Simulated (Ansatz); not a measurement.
hydronium (SMILES [OH3+]) moved off its minimum; all values from Ansatz (a quantum-chemistry and plane-wave program), cores frozen in correlated methods.
(charge 1, multiplicity 1)
```xyz
4

O      0.05110     0.08114     0.01575
H     -0.63480    -0.69749    -0.30828
H     -0.17624     0.94475    -0.19468
H      0.74543    -0.09069    -0.19528
```

Forces at wB97M-V/def2-TZVPP (eV/Å):

```json
[
 {"atom": "O1", "Fx": "-24.873", "Fy": "0.156", "Fz": "6.698"},
 {"atom": "H2", "Fx": "1.866", "Fy": "2.700", "Fz": "1.081"},
 {"atom": "H3", "Fx": "-1.291", "Fy": "3.156", "Fz": "-0.739"},
 {"atom": "H4", "Fx": "24.298", "Fy": "-6.012", "Fz": "-7.039"}
]
```

Give the forces (eV/Å), the total energy and the dipole at CCSD(T)/aug-cc-pVTZ.


| atom | Fx | Fy | Fz |
|---|---|---|---|
| O1 | -24.939 | 0.125 | 6.840 |
| H2 | 1.902 | 2.769 | 1.056 |
| H3 | -1.320 | 3.143 | -0.791 |
| H4 | 24.357 | -6.038 | -7.106 |
Energy -76.5196 hartree.
